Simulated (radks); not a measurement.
I2+, 51 electrons, occupied as [Kr] 4d10 5s1.5 5p3 5d0.5 (fractional occupations, a model configuration).

All-electron calculation, Dirac Kohn-Sham, LDA (Slater exchange, Perdew-Wang correlation), spin-unpolarised, spherical densities, finite nucleus; open shells fill j = l - 1/2 first; Fermi nuclear charge, rms radius 4.75 fm. Program: a radial shooting solver on a logarithmic mesh with Libxc functionals.

Energy parts (hartree):
total: -7111.43155
kinetic: 7535.42512
electron-nucleus: -17247.71541
Hartree: 2775.85712
exchange-correlation: -174.99838

Orbitals (lengths in bohr, moments of r in powers of bohr; <r^-3> diverges for s and p1/2):
orbital  occ.  eigenvalue (hartree)      <r^4>      <r>  <r^-3>
1s1/2       2             -1210.678  2.650e-06  0.02725       -
2s1/2       2             -187.7300  0.0004506   0.1168       -
2p1/2       2             -176.2872  0.0002873  0.09850       -
2p3/2       4             -165.3238  0.0003447   0.1042    5226
3s1/2       2             -38.53200    0.01945   0.3143       -
3p1/2       2             -33.79016    0.01852   0.3043       -
3p3/2       4             -31.72776    0.02132   0.3159    1004
3d3/2       4             -23.33708    0.01735   0.2866   160.9
3d5/2       6             -22.90289    0.01813   0.2903   148.8
4s1/2       2              -7.43337     0.5648   0.7398       -
4p1/2       2              -5.77602     0.7049   0.7722       -
4p3/2       4              -5.36980     0.8153   0.8007   197.9
4d3/2       4              -2.69930      1.609   0.9115   24.16
4d5/2       6              -2.63550      1.692   0.9228   22.12
5s1/2     1.5              -1.37982      22.18    1.857       -
5p1/2       2              -0.98242      39.51    2.124       -
5p3/2       1              -0.93200      45.60    2.204   24.56
5d3/2     0.5              -0.43862      218.5    3.206   1.736
5d5/2       0              -0.43407      226.5    3.237   1.601

The highest occupied level is 5d3/2 at -11.935 eV. Summed over all electrons, <r^2> = 44.76 bohr^2, which gives a Langevin (diamagnetic) susceptibility term of -35.4 x 10^-6 cm^3/mol. The density falls to 0.001 e/bohr^3 at r = 4.10 bohr.
